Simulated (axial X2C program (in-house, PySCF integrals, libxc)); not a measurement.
# Sn₂ at several levels of theory

Calculated with an in-house relativistic program for diatomic molecules. Spin-free means the one-electron spin-free X2C Hamiltonian. Basis: Sn dyall-cv3z [11s12p9d4f1g] (cores contracted in-house); Gaussian nuclei, density fitting, unrestricted open shells. Masses: Sn 119.902 u.

Input:
```json
{"zs": [50, 50], "q": 0, "bas": ["dyall-cv3z", "dyall-cv3z"], "levels": ["PBE0", "HF", "r2SCAN"], "cc": true, "r0": 2.8, "thr": -1.0, "nmax": 110, "npts": 10, "nst": 2, "ntry": 8}
```
```bash
python so2c.py task.json out
```

Keys: zs atomic numbers; q charge; bas basis sets; levels methods; cc coupled cluster on or off; r0 starting distance in Å; thr threshold in hartree for freezing inner shells (an s shell follows its p shell); nmax most natural virtual spinors; npts points on the curve; nst determinants followed; ntry starts of the search. HF also brings MP2.

State, spin-free: M_S = 1, Λ = 0 (beyond evenly filled blocks: π+α, π-α); electrons by block: σα: 21, σβ: 21, π+α: 11, π+β: 10, π-α: 11, π-β: 10, δ+α: 4, δ+β: 4, δ-α: 4, δ-β: 4. Fragments: Sn + Sn.

```
Hamiltonian    level  Re (Å)  ωe (cm⁻¹)  ωexe (cm⁻¹)  De (eV)  D0 (eV)
  spin-free     PBE0   2.750      196.0        0.293     2.42     2.40
  spin-free       HF   2.719      215.7        0.267    0.901    0.887
  spin-free      MP2   2.776      191.1        0.356     2.06     2.05
  spin-free     CCSD   2.769      195.9        0.302     2.00     1.99
  spin-free  CCSD(T)   2.788      188.5        0.323     2.16     2.15
  spin-free   r2SCAN   2.762      191.5        0.304     2.51     2.50
```

Correlated methods: 8 electrons correlated (number of frozen shells: Sn 4 s, 3 p, 2 d), 320 virtual spin orbitals or spinors in MP2, 103 natural virtuals in coupled cluster.

The state is one determinant whose occupation by symmetry is held fixed; it was picked as the lowest of a PBE0 search that is not exhaustive. De is counted from the lowest determinant-based energies of the atoms at the same level, without counterpoise correction. Coupled cluster ran in a truncated set of natural virtual spinors; the MP2 energy of the rest was added. (T) has no such correction and the atoms are truncated less, which lowers De at CCSD(T) by a hundredth of an eV or more. Other states lie close and PBE0, whose exact exchange favours high spin, may order them wrongly; the determinant shown need not be the ground state. The nearest other spin-free determinant of the search, M_S = 1, Λ = 1, lies 0.40 eV up at the distance of the search. With the outer-core shells frozen, correlated bond lengths of heavy atoms tend to come out a few hundredths of an ångström too long. Spin-free De lacks the spin–orbit lowering of the heavy p-block atom, a tenth of an eV or more for 4p and 5p, up to an eV for 6p and one to two eV for 7p atoms, less what an open-shell molecule gains itself.

No reliable constants came from CCSD (2c), CCSD(T) (2c), HF (2c), MP2 (2c), PBE0 (2c), r2SCAN (2c): no minimum in range, unconverged points, a curve that is not smooth, a change of character along it, or the two Hamiltonians disagreeing along it.

The whole task took 3.7 min on 1 thread of Arm Neoverse V1, on a shared host.
